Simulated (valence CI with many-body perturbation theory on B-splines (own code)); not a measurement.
**E1 transitions of Re62+**

Method: relativistic CI+MBPT: three valence electrons over a frozen Dirac-Fock core [Ne], radial functions for each j: 11 s, 11 p, 10 d, 8 f, 5 g, 2 h, with the one-electron correlation potential Σ1, the two-electron term Σ2, the three-electron term Σ3, Breit, model QED; selected CI, second order for the rest, scaled by the run's own slope (own B-spline code, finite nucleus).

The last digits are not significant, and no measured levels were compared; by estimate large intervals hold to a few tenths of a per cent, small ones and those within an open d or f shell to about a per cent.

Lines 201 to 250 of 591 in falling wavelength, among levels below 3391.4 eV, chosen from the strongest by gf and those to the six lowest levels. Wavelengths and rates use the calculated energies. Electric multipoles are in the length gauge, E1 and E2 with the static RPA response of the core. Weak lines are less certain than strong ones. Lines between different terms over intervals too small for the method are left out, as are lines whose strength nearly cancels. The highest levels of a list are the least certain.

Levels are named by their leading jj configuration (3d3/2^4 stands for four electrons in 3d with j = 3/2), which in mixed levels can hold well under half, so a name can repeat and another be missing. Letters in brackets count levels of one name in rising energy.

```tsv
λ vac (Å)	Upper	Lower	A (s⁻¹)	log gf	Branch %
38.11	(3s 3d5/2^2) J=1/2	(3s 3p3/2 3d5/2) J=1/2	1.99e+11	-1.06	20.2
38.07	(3p3/2 3d3/2 3d5/2) J=3/2 [b]	(3p3/2^2 3d3/2) J=3/2 [a]	2.12e+11	-0.74	4.8
38.04	(3p3/2 3d3/2 3d5/2) J=3/2 [c]	(3p3/2^2 3d3/2) J=1/2	1.84e+11	-0.80	4.3
37.95	(3s 3p1/2 3d5/2) J=5/2 [b]	(3s 3p1/2 3p3/2) J=5/2	7.38e+10	-1.02	27.3
37.93	(3s 3d3/2 3d5/2) J=9/2	(3s 3p3/2 3d3/2) J=7/2	3.52e+11	-0.12	12.7
37.87	(3d5/2^3) J=9/2	(3p3/2 3d5/2^2) J=11/2	4.18e+10	-1.05	5.2
37.84	(3d3/2 3d5/2^2) J=9/2	(3p3/2 3d3/2 3d5/2) J=9/2 [a]	1.65e+11	-0.45	7.6
37.63	(3s 3d5/2^2) J=5/2	(3s 3p3/2 3d5/2) J=5/2 [a]	4.25e+11	-0.27	52.9
37.58	(3d3/2 3d5/2^2) J=5/2 [b]	(3p3/2 3d3/2 3d5/2) J=5/2 [b]	1.43e+11	-0.74	6.2
37.39	(3s 3p1/2 3d5/2) J=3/2	(3s 3p1/2 3p3/2) J=5/2	2.00e+10	-1.78	2.9
37.36	(3s 3d5/2^2) J=3/2	(3s 3p3/2 3d5/2) J=3/2 [a]	2.32e+11	-0.71	23.3
37.13	(3d5/2^3) J=3/2	(3p3/2 3d5/2^2) J=5/2 [a]	2.71e+11	-0.65	27.7
37.01	(3s 3d3/2 3d5/2) J=7/2 [b]	(3s 3p3/2 3d3/2) J=7/2	6.65e+10	-0.96	2.9
36.75	(3s 3d3/2 3d5/2) J=5/2 [b]	(3s 3p3/2 3d3/2) J=5/2 [a]	8.48e+10	-0.99	2.4
36.70	(3s 3d5/2^2) J=9/2	(3s 3p3/2 3d5/2) J=9/2	1.92e+11	-0.41	27.9
36.56	(3s 3p3/2 3d5/2) J=7/2 [b]	(3s 3p3/2^2) J=5/2	2.48e+11	-0.40	9.3
36.19	(3p3/2 3d5/2^2) J=7/2 [b]	(3p3/2^2 3d5/2) J=7/2	2.54e+11	-0.40	9.2
36.04	(3d5/2^3) J=5/2	(3p3/2 3d5/2^2) J=7/2 [a]	1.09e+11	-0.89	10.7
35.91	(3s 3p1/2 3d5/2) J=5/2 [b]	(3s 3p1/2 3p3/2) J=3/2 [a]	5.92e+09	-2.16	2.2
35.67	(3p3/2 3d5/2^2) J=3/2 [b]	(3p3/2^2 3d5/2) J=1/2	1.65e+11	-0.90	5.5
35.41	(3s 3p1/2 3d5/2) J=3/2	(3s 3p1/2 3p3/2) J=3/2 [a]	5.06e+10	-1.42	7.3
24.70	(3p3/2 3d3/2 3d5/2) J=9/2 [b]	(3s 3d5/2^2) J=9/2	9.46e+10	-1.06	2.5
24.11	(3p3/2^2 3d5/2) J=7/2	(3s 3p3/2 3d5/2) J=5/2 [b]	5.97e+11	-0.38	14.5
23.60	(3p3/2 3d3/2 3d5/2) J=7/2 [a]	(3s 3d3/2 3d5/2) J=7/2 [b]	2.08e+11	-0.86	5.5
23.52	(3p3/2 3d5/2^2) J=5/2 [a]	(3s 3d5/2^2) J=3/2	6.31e+11	-0.50	26.5
23.49	(3s 3p1/2 3p3/2) J=3/2 [a]	(3s^2 3p1/2) J=1/2	1.34e+10	-2.35	84.8
23.37	(3p3/2^2 3d5/2) J=1/2	(3s 3p3/2 3d5/2) J=3/2 [b]	1.11e+12	-0.74	24.3
23.24	(3p3/2 3d5/2^2) J=5/2 [a]	(3s 3d5/2^2) J=7/2	5.51e+11	-0.57	23.1
23.21	(3s 3p3/2 3d5/2) J=5/2 [a]	(3s^2 3d5/2) J=5/2	4.38e+11	-0.67	52.4
23.19	(3p3/2 3d3/2 3d5/2) J=3/2 [a]	(3s 3d3/2 3d5/2) J=3/2 [b]	4.93e+11	-0.80	11.7
23.16	(3p3/2 3d5/2^2) J=7/2 [a]	(3s 3d5/2^2) J=7/2	3.61e+11	-0.63	16.6
23.16	(3p3/2^2 3d3/2) J=1/2	(3s 3p3/2 3d3/2) J=1/2 [b]	1.47e+12	-0.63	23.7
23.12	(3p3/2^2 3d5/2) J=9/2	(3s 3p3/2 3d5/2) J=7/2 [b]	2.08e+12	0.22	53.8
23.10	(3p3/2^2 3d5/2) J=7/2	(3s 3p3/2 3d5/2) J=7/2 [b]	4.47e+11	-0.54	10.9
23.04	(3p3/2 3d5/2^2) J=9/2	(3s 3d5/2^2) J=7/2	6.03e+11	-0.32	25.3
22.96	(3s 3p3/2^2) J=5/2	(3s^2 3p3/2) J=3/2	7.74e+11	-0.44	99.9
22.95	(3p3/2 3d3/2 3d5/2) J=5/2 [b]	(3s 3d3/2 3d5/2) J=5/2 [b]	8.72e+11	-0.38	21.4
22.90	(3p1/2 3p3/2 3d5/2) J=3/2 [a]	(3s 3p1/2 3d5/2) J=3/2	9.07e+11	-0.55	51.0
22.88	(3p3/2 3d5/2^2) J=5/2 [a]	(3s 3d5/2^2) J=5/2	7.42e+11	-0.46	31.2
22.84	(3p3/2^2 3d3/2) J=7/2	(3s 3p3/2 3d3/2) J=5/2 [b]	3.00e+12	0.27	53.1
22.83	(3p1/2 3p3/2^2) J=3/2	(3s 3p1/2 3p3/2) J=1/2	1.33e+12	-0.38	37.4
22.83	(3s 3p3/2 3d5/2) J=7/2 [a]	(3s^2 3d5/2) J=5/2	1.40e+11	-1.06	24.8
22.81	(3p3/2 3d5/2^2) J=7/2 [a]	(3s 3d5/2^2) J=5/2	1.36e+12	-0.07	62.5
22.81	(3p3/2 3d3/2 3d5/2) J=11/2	(3s 3d3/2 3d5/2) J=9/2	2.45e+12	0.36	79.3
22.79	(3p3/2^2 3d3/2) J=3/2 [a]	(3s 3p3/2 3d3/2) J=3/2 [b]	9.40e+11	-0.53	15.4
22.77	(3p3/2 3d3/2 3d5/2) J=9/2 [a]	(3s 3d3/2 3d5/2) J=7/2 [a]	1.48e+12	0.06	41.3
22.75	(3p3/2 3d5/2^2) J=11/2	(3s 3d5/2^2) J=9/2	1.71e+12	0.20	89.6
22.74	(3p3/2 3d3/2 3d5/2) J=7/2 [b]	(3s 3d3/2 3d5/2) J=7/2 [b]	9.64e+11	-0.22	25.8
22.73	(3p3/2 3d3/2 3d5/2) J=7/2 [b]	(3s 3d3/2 3d5/2) J=5/2 [b]	1.12e+12	-0.16	29.8
22.68	(3s 3p3/2 3d5/2) J=3/2 [a]	(3s^2 3d5/2) J=5/2	2.74e+11	-1.07	31.1
```
